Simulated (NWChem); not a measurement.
System: C$_{2}$H$_{5}$BO$_{2}$; SMILES C=CB(O)O

NWChem input:

```
start job
memory heap 200 mb stack 900 mb global 1100 mb
geometry units angstroms
  B     -0.009189    -0.507220     0.000663
  C     -0.660853     0.914251     0.002270
  C      0.058570     2.044512    -0.001695
  H     -1.750400     1.009537     0.006397
  H     -0.397206     3.033413    -0.000946
  H      1.146004     2.015656    -0.005865
  O      1.354246    -0.621134     0.000663
  H      1.617545    -1.554020    -0.000966
  O     -0.745796    -1.670749    -0.001016
  H     -1.697914    -1.503628    -0.001225
end
basis spherical
  * library sto-3g
end
dft
  xc hfexch
  iterations 150
end
driver
  maxiter 120
end
task dft optimize
task dft freq
```

Parts of the log:

```
             Northwest Computational Chemistry Package (NWChem) 7.3.0
             --------------------------------------------------------

 C1  symmetry detected

                             Geometry "geometry" -> ""
                             -------------------------

 Output coordinates in angstroms (scale by  1.889725989 to convert to a.u.)

  No.       Tag          Charge          X              Y              Z
 ---- ---------------- ---------- -------------- -------------- --------------
    1 B                    5.0000    -0.01152364    -0.50414792     0.00060874
    2 C                    6.0000    -0.66595245     0.91605240     0.00214093
    3 C                    6.0000     0.05127078     2.04771116    -0.00165174
    4 H                    1.0000    -1.75568353     1.00921816     0.00606701
    5 H                    1.0000    -0.40642859     3.03572347    -0.00095523
    6 H                    1.0000     1.13875963     2.02097116    -0.00561900
    7 O                    8.0000     1.35213039    -0.61540889     0.00086035
    8 H                    1.0000     1.61724431    -1.54778077    -0.00075035
    9 O                    8.0000    -0.74586505    -1.66910787    -0.00124692
   10 H                    1.0000    -1.69830636    -1.50383970    -0.00162871

 Effective nuclear repulsion energy (a.u.)     154.2997380959

                                Z-matrix (autoz)
                                --------

 Units are Angstrom for bonds and degrees for angles

      Type          Name      I     J     K     L     M      Value
      ----------- --------  ----- ----- ----- ----- ----- ----------
    1 Stretch                  1     2                       1.56373
    2 Stretch                  1     7                       1.36819
    3 Stretch                  1     9                       1.37710
    4 Stretch                  2     3                       1.33980
    5 Stretch                  2     4                       1.09371
    6 Stretch                  3     5                       1.08888
    7 Stretch                  3     6                       1.08782
    8 Stretch                  7     8                       0.96933
    9 Stretch                  9    10                       0.96667
   10 Bend                     1     2     3               122.89365
   11 Bend                     1     2     4               119.62685
   12 Bend                     1     7     8               110.53716
   13 Bend                     1     9    10               112.38163
   14 Bend                     2     1     7               119.40469
   15 Bend                     2     1     9               123.03418
   16 Bend                     2     3     5               122.77794
   17 Bend                     2     3     6               120.95750
   18 Bend                     3     2     4               117.47949
   19 Bend                     5     3     6               116.26456
   20 Bend                     7     1     9               117.56113
   21 Torsion                  1     2     3     5         179.97627
   22 Torsion                  1     2     3     6          -0.02538
   23 Torsion                  2     1     7     8        -179.96477
   24 Torsion                  2     1     9    10           0.00944
   25 Torsion                  3     2     1     7           0.27320
   26 Torsion                  3     2     1     9        -179.71494
   27 Torsion                  4     2     1     7        -179.75159
   28 Torsion                  4     2     1     9           0.26027
   29 Torsion                  4     2     3     5           0.00055
   30 Torsion                  4     2     3     6         179.99890
   31 Torsion                  7     1     9    10        -179.97891
   32 Torsion                  8     7     1     9           0.02402

  xc_inp: hfexch multiplicative factor not found.

                           NWChem Geometry Optimization
                           ----------------------------

 maximum gradient threshold         (gmax) =   0.000450
 rms gradient threshold             (grms) =   0.000300
 maximum cartesian step threshold   (xmax) =   0.001800
 rms cartesian step threshold       (xrms) =   0.001200
 fixed trust radius                (trust) =   0.300000
 source of zmatrix                         =   autoz

          -------------------
          Energy Minimization
          -------------------

 Using diagonal initial Hessian
 Scaling for Hessian diagonals: bonds = 1.00  angles = 0.25  torsions = 0.10

          --------
          Step   0

                                 NWChem DFT Module
                                 -----------------

 Summary of "ao basis" -> "ao basis" (spherical)
 ------------------------------------------------------------------------------
       Tag                 Description            Shells   Functions and Types
 ---------------- ------------------------------  ------  ---------------------
 B                           sto-3g                  3        5   2s1p
 C                           sto-3g                  3        5   2s1p
 H                           sto-3g                  1        1   1s
 O                           sto-3g                  3        5   2s1p

            General Information
            -------------------
          SCF calculation type: DFT
          Wavefunction type:  closed shell.
          No. of atoms     :    10
          No. of electrons :    38
           Alpha electrons :    19
            Beta electrons :    19
          Charge           :     0
          Spin multiplicity:     1
          Use of symmetry is: off; symmetry adaption is: off
          Maximum number of iterations: 150
          AO basis - number of functions:    30
                     number of shells:    20
          Convergence on energy requested:  1.00D-06
          Convergence on density requested:  1.00D-05
          Convergence on gradient requested:  5.00D-04

              XC Information
              --------------
                     Hartree-Fock (Exact) Exchange  1.000

      Superposition of Atomic Density Guess
      -------------------------------------

 Sum of atomic energies:        -248.40275496

      Non-variational initial energy
      ------------------------------

 Total energy =    -249.338625
 1-e energy   =    -649.622952
 2-e energy   =     245.984589
 HOMO         =      -0.137359
 LUMO         =       0.197307

   convergence    iter        energy       DeltaE   RMS-Dens  Diis-err
 ---------------- ----- ----------------- --------- --------- ---------
 d= 0,ls=0.0,diis     1   -249.7534152088 -4.04D+02  2.60D-02  4.71D-01
 d= 0,ls=0.0,diis     2   -249.8343243476 -8.09D-02  6.18D-03  3.63D-02
 d= 0,ls=0.0,diis     3   -249.8400063631 -5.68D-03  1.92D-03  1.75D-03
 d= 0,ls=0.0,diis     4   -249.8403568247 -3.50D-04  3.27D-04  1.07D-04
 d= 0,ls=0.0,diis     5   -249.8403737349 -1.69D-05  6.74D-05  3.27D-06
 d= 0,ls=0.0,diis     6   -249.8403743977 -6.63D-07  2.33D-05  1.66D-07
 d= 0,ls=0.0,diis     7   -249.8403744507 -5.30D-08  3.84D-06  5.76D-09

         Total DFT energy =     -249.840374450748
      One electron energy =     -650.215229897045
           Coulomb energy =      278.939700747950
    Exchange-Corr. energy =      -32.864583397600
 Nuclear repulsion energy =      154.299738095948

 Numeric. integr. density =        0.000000000000

                       DFT Final Molecular Orbital Analysis
                       ------------------------------------

[...]

      ----------------------
      Optimization converged
      ----------------------

  Step       Energy      Delta E   Gmax     Grms     Xrms     Xmax
  ---- ---------------- -------- -------- -------- -------- --------
@    5    -249.84251090 -9.1D-08  0.00001  0.00000  0.00016  0.00040
                                     ok       ok       ok       ok

                                Z-matrix (autoz)
                                --------

 Units are Angstrom for bonds and degrees for angles

      Type          Name      I     J     K     L     M      Value     Gradient
      ----------- --------  ----- ----- ----- ----- ----- ---------- ----------
    1 Stretch                  1     2                       1.56701   -0.00001
    2 Stretch                  1     7                       1.35664    0.00001
    3 Stretch                  1     9                       1.36185   -0.00000
    4 Stretch                  2     3                       1.31369   -0.00001
    5 Stretch                  2     4                       1.08436   -0.00000
    6 Stretch                  3     5                       1.08408    0.00000
    7 Stretch                  3     6                       1.08351    0.00000
    8 Stretch                  7     8                       0.98288   -0.00000
    9 Stretch                  9    10                       0.98009    0.00000
   10 Bend                     1     2     3               122.76706    0.00000
   11 Bend                     1     2     4               118.88104    0.00000
   12 Bend                     1     7     8               109.63629   -0.00000
   13 Bend                     1     9    10               111.28198   -0.00001
   14 Bend                     2     1     7               118.67443    0.00001
   15 Bend                     2     1     9               124.01272    0.00000
   16 Bend                     2     3     5               123.09006   -0.00000
   17 Bend                     2     3     6               121.61556    0.00000
   18 Bend                     3     2     4               118.35190   -0.00000
   19 Bend                     5     3     6               115.29438   -0.00000
   20 Bend                     7     1     9               117.31285   -0.00001
   21 Torsion                  1     2     3     5         179.98162   -0.00000
   22 Torsion                  1     2     3     6          -0.01811   -0.00000
   23 Torsion                  2     1     7     8        -179.97646    0.00000
   24 Torsion                  2     1     9    10          -0.00017    0.00000
   25 Torsion                  3     2     1     7           0.24474    0.00001
   26 Torsion                  3     2     1     9        -179.74503    0.00001
   27 Torsion                  4     2     1     7        -179.77379    0.00000
   28 Torsion                  4     2     1     9           0.23643    0.00000
   29 Torsion                  4     2     3     5           0.00006   -0.00000
   30 Torsion                  4     2     3     6        -179.99967   -0.00000
   31 Torsion                  7     1     9    10        -179.99007    0.00000
   32 Torsion                  8     7     1     9           0.01401    0.00000

                         Geometry "geometry" -> "geometry"
                         ---------------------------------

 Output coordinates in angstroms (scale by  1.889725989 to convert to a.u.)

  No.       Tag          Charge          X              Y              Z
 ---- ---------------- ---------- -------------- -------------- --------------
    1 B                    5.0000    -0.01416307    -0.50118559     0.00046621
    2 C                    6.0000    -0.66462434     0.92444177     0.00190423
    3 C                    6.0000     0.04522246     2.02983742    -0.00151406
    4 H                    1.0000    -1.74585031     1.00679416     0.00557672
    5 H                    1.0000    -0.39920856     3.01862498    -0.00083317
    6 H                    1.0000     1.12853315     2.00919016    -0.00525267
    7 O                    8.0000     1.33892623    -0.59933903     0.00056687
    8 H                    1.0000     1.60138047    -1.54653167    -0.00079487
    9 O                    8.0000    -0.72495623    -1.66283017    -0.00109632
   10 H                    1.0000    -1.68961432    -1.48961083    -0.00119786

 Effective nuclear repulsion energy (a.u.)     155.4149141897

                Final and change from initial internal coordinates
                --------------------------------------------------

                                Z-matrix (autoz)
                                --------

 Units are Angstrom for bonds and degrees for angles

[...]

 Rotational Constants
 --------------------
 A=   0.321916 cm-1  (  0.463155 K)
 B=   0.128477 cm-1  (  0.184846 K)
 C=   0.091828 cm-1  (  0.132118 K)

 Temperature                      =   298.15K
 frequency scaling parameter      =   1.0000

 Zero-Point correction to Energy  =   56.135 kcal/mol  (  0.089457 au)
 Thermal correction to Energy     =   59.457 kcal/mol  (  0.094750 au)
 Thermal correction to Enthalpy   =   60.049 kcal/mol  (  0.095694 au)

 Total Entropy                    =   73.183 cal/mol-K
   - Translational                =   38.723 cal/mol-K (mol. weight =  72.0383)
   - Rotational                   =   25.544 cal/mol-K (symmetry #  =        1)
   - Vibrational                  =    8.917 cal/mol-K

 Cv (constant volume heat capacity) =   17.667 cal/mol-K
   - Translational                  =    2.979 cal/mol-K
   - Rotational                     =    2.979 cal/mol-K
   - Vibrational                    =   11.708 cal/mol-K

[normal modes left out]

 ----------------------------------------------------------------------------
 Normal Eigenvalue ||           Projected Infra Red Intensities
  Mode   [cm**-1]  || [atomic units] [(debye/angs)**2] [(KM/mol)] [arbitrary]
 ------ ---------- || -------------- ----------------- ---------- -----------
    1        0.000 ||    0.000416           0.010         0.405       0.105
    2        0.000 ||    0.000711           0.016         0.693       0.179
    3        0.000 ||    0.000000           0.000         0.000       0.000
    4        0.000 ||    0.000133           0.003         0.129       0.033
    5        0.000 ||    0.000213           0.005         0.207       0.054
    6        0.000 ||    0.000001           0.000         0.001       0.000
    7       91.356 ||    0.001191           0.027         1.161       0.300
    8      228.144 ||    0.000883           0.020         0.861       0.222
    9      447.082 ||    0.012453           0.287        12.140       3.136
   10      471.222 ||    0.002987           0.069         2.912       0.752
   11      553.733 ||    0.010658           0.246        10.390       2.684
   12      603.351 ||    0.088347           2.038        86.125      22.250
   13      683.146 ||    0.081140           1.872        79.099      20.435
   14      834.763 ||    0.085243           1.967        83.099      21.468
   15      861.722 ||    0.003507           0.081         3.418       0.883
   16     1182.323 ||    0.037397           0.863        36.456       9.418
   17     1196.316 ||    0.008701           0.201         8.482       2.191
   18     1266.925 ||    0.004128           0.095         4.024       1.040
   19     1267.259 ||    0.083693           1.931        81.588      21.078
   20     1285.840 ||    0.123790           2.856       120.677      31.177
   21     1525.339 ||    0.109293           2.521       106.544      27.525
   22     1596.558 ||    0.154241           3.558       150.362      38.846
   23     1704.353 ||    0.192928           4.451       188.076      48.589
   24     1725.444 ||    0.096845           2.234        94.410      24.391
   25     2018.964 ||    0.055732           1.286        54.331      14.036
   26     3637.965 ||    0.017746           0.409        17.300       4.469
   27     3683.101 ||    0.002166           0.050         2.111       0.545
   28     3794.860 ||    0.000502           0.012         0.489       0.126
   29     4297.903 ||    0.006196           0.143         6.041       1.561
   30     4328.236 ||    0.009944           0.229         9.694       2.504
 ----------------------------------------------------------------------------
```

Level: Hartree-Fock/STO-3G.
